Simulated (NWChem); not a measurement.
Molecule: CH$_{3}$BaFN$_{2}$

```xyz
8

Ba     0.3053    -0.5058     0.0000
F     -1.1190    -2.2477     0.0000
C     -0.3994     2.4409     0.0000
N     -0.2180     1.8246    -1.1571
N     -0.2180     1.8246     1.1571
H     -0.7207     3.5058     0.0000
H     -0.4271     2.4298    -1.9441
H     -0.4271     2.4298     1.9441
```
Atoms are numbered in this order, from 1.

Structure relaxed at the PBE0/def2-SVP level. def2 effective core potentials on Ba; no spin-orbit coupling.

Symmetry labels are those of Cs in the frame above (b1 and b2, or b-type labels, depend on it).

List the 6 lowest vertical singlet excitations from PBE/def2-SVP with def2 effective core potentials on Ba, TDA (NWChem).


```json
[
 {"state": "S1", "energy (eV)": "2.98", "oscillator strength": "0.002", "symmetry": "a\"", "leading excitation (squared amplitude)": "HOMO → LUMO (1.00)"},
 {"state": "S2", "energy (eV)": "4.00", "oscillator strength": "0.006", "symmetry": "a'", "leading excitation (squared amplitude)": "HOMO−1 → LUMO (0.81)"},
 {"state": "S3", "energy (eV)": "4.04", "oscillator strength": "0.000", "symmetry": "a\"", "leading excitation (squared amplitude)": "HOMO → LUMO+1 (0.99)"},
 {"state": "S4", "energy (eV)": "4.21", "oscillator strength": "0.061", "symmetry": "a'", "leading excitation (squared amplitude)": "HOMO → LUMO+2 (0.78)"},
 {"state": "S5", "energy (eV)": "4.55", "oscillator strength": "0.017", "symmetry": "a\"", "leading excitation (squared amplitude)": "HOMO → LUMO+3 (0.87)"},
 {"state": "S6", "energy (eV)": "4.73", "oscillator strength": "0.005", "symmetry": "a\"", "leading excitation (squared amplitude)": "HOMO−2 → LUMO (1.00)"}
]
```
